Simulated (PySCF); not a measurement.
# EuS: from constants to spectrum

PBE0 constants of EuS, octet, about 7.0 electrons in the 4f shell (Mulliken) (PySCF, spin-free X2C with a Gaussian nucleus, basis sets Eu x2c-SVPall, S x2c-SVPall; masses 152.9212 and 31.9721 u):

```
ωe                     : 400.0 cm⁻¹
ωexe                   : 0.902 cm⁻¹
Be                     : 0.1106 cm⁻¹
αe                     : 0.000329 cm⁻¹
De to Eu (4f7 6s2) + S : 3.96 eV
```

(1) What force constant and bond length do these constants imply?

(2) Estimate the centrifugal constant D from the Kratzer relation and find the Dunham coefficient a1.

Spin–orbit coupling is left out, which matters for elements this heavy, above all for dissociation energies. With d or f electrons several states lie close, and the lowest PBE0 determinant need not be the measured ground state.

## Answers

(1) Reduced mass μred = 26.443 u; k = 5.8918×10⁻⁷·μred·ωe² (u, cm⁻¹, mdyn/Å) = 2.49 mdyn/Å; Re = √(16.8576/(μred·Be)) (u, cm⁻¹, Å) = 2.401 Å.

(2) D = 4Be³/ωe² = 3.38e-08 cm⁻¹; a1 = −1 − αeωe/(6Be²) = -2.79.
